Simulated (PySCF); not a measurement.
AlH7O2Si2, SMILES [SiH2]([Al]([OH])[OH])[SiH3]. Heavy atoms are numbered as in [SiH3:1][SiH2:2][Al:3]([OH:4])[OH:5]. Hydrogens are named by the atom that carries them.

The structure is a stationary point at TPSSh-D3(BJ)/def2-SVP. The structure was generated by enumeration; whether it is a known compound was not checked. Other conformers were not sampled.

The numbers are results of HF/def2-TZVP (PySCF), not measurements.

Atomic charges (e), one atom of each kind:

```csv
atom,Mulliken,Löwdin
Si1 (SiH3),0.11,0.16
Si2 (SiH2),___,0.08
Al3,0.89,-0.01
O4 (OH),-0.69,-0.18
H on Si1,-0.05,-0.05
H on Si2,___,-0.03
H on O4,___,0.18
```

Question: What belongs in the gaps? (An estimate is asked for; the answer gives what the named calculation found.)

Answer: 
- Si2 (SiH2), Mulliken: -0.06
- H on Si2, Mulliken: -0.04
- H on O4, Mulliken: 0.34
